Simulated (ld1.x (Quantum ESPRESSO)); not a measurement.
## nitrogen (N), PAW: configuration errors across variants

```json
{
 "Element": "nitrogen (N)",
 "Generator": "ld1.x (Quantum ESPRESSO) 7.5",
 "Type": "PAW",
 "Functional": "PBE",
 "Relativity": "non-relativistic",
 "Frozen core": "[He]",
 "Valence charge": "5",
 "Reference configuration": "2s2 2p3",
 "Partial waves": "2s (bound): rcut 0.75, rcutus 0.95 bohr; 2s channel at -0.2 Ry: rcut 0.75, rcutus 0.95 bohr; 2p (bound): rcut 2.15, rcutus 2.60 bohr; 2p channel at 0.6 Ry: rcut 2.15, rcutus 2.60 bohr",
 "Local potential": "all-electron potential smoothed inside 2.45 bohr (lloc = -1)",
 "Core correction": "Bessel-smoothed model core inside 0.95 bohr",
 "Augmentation charge": "PSQ, inside the norm-conserving radii"
}
```

All-electron excitation energies from the reference (eV): (1) 2s2 2p1 42.456; (2) 2s2 2p0 89.541; (3) 2s0 2p5 22.981; (4) 2s2 2p3.3 -1.620; (5) 2s1 2p3 25.345; (6) 2s1 2p4 11.477.

Tests that are not counted but printed errors over 1 eV. “base”: 2s2 2p2 (solver errors, printed error -128 eV). “core correction a·sin(br)/r model core, default radius (ld1.x builds one for every PAW set, though the input has nlcc=.false.)”: 2s2 2p2 (solver errors, printed error -128 eV). “core correction Bessel-smoothed model core inside 0.40 bohr”: 2s2 2p2 (solver errors, printed error -128 eV). “core correction Bessel-smoothed model core inside 0.68 bohr”: 2s2 2p2 (solver errors, printed error -128 eV). “core correction Bessel-smoothed model core inside 0.80 bohr”: 2s2 2p2 (solver errors, printed error -128 eV).

Errors AE − PS in meV (a dash: test not solved or not reliable):

| change | (1) | (2) | (3) | (4) | (5) | (6) | bound ghosts |
| --- | --- | --- | --- | --- | --- | --- | --- |
| base | -22 | +50 | -2.0 | -0.2 | -11 | -0.3 | none |
| core correction a·sin(br)/r model core, default radius (ld1.x builds one for every PAW set, though the input has nlcc=.false.) | -35 | -9.3 | -2.0 | -0.2 | -11 | -0.3 | none |
| core correction Bessel-smoothed model core inside 0.40 bohr | +21 | +211 | -2.0 | -0.2 | -10 | -0.5 | none |
| core correction Bessel-smoothed model core inside 0.68 bohr | +0.5 | +134 | -2.0 | -0.2 | -10 | -0.4 | none |
| core correction Bessel-smoothed model core inside 0.80 bohr | -9.3 | +101 | -2.0 | -0.2 | -10 | -0.3 | none |
| core correction Bessel-smoothed model core inside 0.90 bohr | -19 | +64 | -2.0 | -0.2 | -11 | -0.3 | none |
| core correction Bessel-smoothed model core inside 1.00 bohr | -25 | +36 | -2.0 | -0.2 | -11 | -0.3 | none |
| core correction Bessel-smoothed model core inside 1.16 bohr | -32 | +4.5 | -2.0 | -0.2 | -11 | -0.3 | none |

Problem. Give the same row for: core correction Bessel-smoothed model core inside 0.50 bohr.

Solution. +15, +192, -2.0, -0.2, -10, -0.5; bound ghosts: none. Not counted: 2s2 2p2 (solver errors, printed error -128 eV).
